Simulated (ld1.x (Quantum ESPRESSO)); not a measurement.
# What one change does to a pseudopotential (cadmium, TM)

Cd (Z = 48), norm-conserving Troullier–Martins (Kleinman–Bylander form), made with ld1.x (Quantum ESPRESSO) 7.5 (LDA (PZ), scalar-relativistic). Core [Ar] 3d10, reference 4s2 4p6 4d10 5s2 5p0. Waves: 4s (bound): rc 0.85 bohr; 4p (bound): rc 1.05 bohr; 4d (bound): rc 1.70 bohr. Local part: the d channel. Core correction: none.

Occupied shells without a wave of their own: 5s. They enter only through the test configuration that unscreens the potential.

Change: all radii scaled by about 0.80 (s 0.68, p 0.84, d 1.36 bohr).

Cutoffs: the cutoffs (Ry, on a coarse ladder) from which the occupation-weighted sum of valence levels, in a spherical-Bessel basis at the reference potential, stays within 10 and 1 mRy of its value at 400 Ry; they do not see the model core or the augmentation charge, which bear on the density cutoff. Errors are all-electron minus pseudo energies relative to the spin-unpolarised reference configuration.

**Question.** What does the change do?

**Answer.** Of the 9 tests that both files solve, the error grows in 7 and shrinks in 2 by more than 15 % and 0.3 meV (median size 25.4 → 390.2 meV); neither file shows a bound ghost.

| quantity | base | changed |
| --- | --- | --- |
| cutoffs, loose and tight | 180 Ry, 300 Ry | not determined |
| bound ghosts | none | none |
| largest miss of a reference level, eV | 0.02 | 0.17 |
| error for 4s2 4p6 4d10 5s1 5p0, meV [ΔE 9.63 eV] | +25 | -227 |
| error for 4s2 4p6 4d10 5s0 5p0, meV [ΔE 27.15 eV] | +51 | -574 |
| error for 4s2 4p6 4d9 5s0 5p0, meV [ΔE 65.40 eV] | +25 | -832 |
| error for 4s2 4p6 4d10 5s0 5p2, meV [ΔE 9.91 eV] | -8.7 | -390 |
| error for 4s1 4p6 4d10 5s2 5p0, meV [ΔE 113.45 eV] | -63 | -13 |
| error for 4s2 4p5 4d10 5s2 5p0, meV [ΔE 74.23 eV] | -54 | -19 |
| error for 4s2 4p6 4d10 5s0 5p1, meV [ΔE 15.54 eV] | +11 | -466 |
| error for 4s2 4p6 4d10 5s1 5p0 (spin-polarised), meV [ΔE 9.44 eV] | +25 | -226 |
| error for 4s2 4p6 4d9 5s0 5p0 (spin-polarised), meV [ΔE 65.23 eV] | +42 | -815 |

Changed file: The 5s level has no wave, so the channel is fitted at the deeper level alone: the likely source of the large errors.
